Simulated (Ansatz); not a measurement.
Series B-XY, Y = methyl, computed as singlets and as triplets. Gas-phase values, no solvent. One relaxed conformer stands for each flexible species; it need not be the lowest. Strings in code marks are SMILES.

Quantity: adiabatic spin-state energy, in kcal/mol.

A: `C[B-]Cl`: multiplicity 3 minus multiplicity 1
B: `C[B-]F`: multiplicity 3 minus multiplicity 1
C: `C=C[B-]C`: multiplicity 3 minus multiplicity 1

Task: Order them by adiabatic spin-state energy (lowest first) at the level CAM-B3LYP/aug-cc-pVTZ // B3LYP-D3(BJ)/def2-TZVPD (Ansatz, a quantum-chemistry and plane-wave program).

Result: C (-0.41 kcal/mol), A (17.5 kcal/mol), B (23.4 kcal/mol)
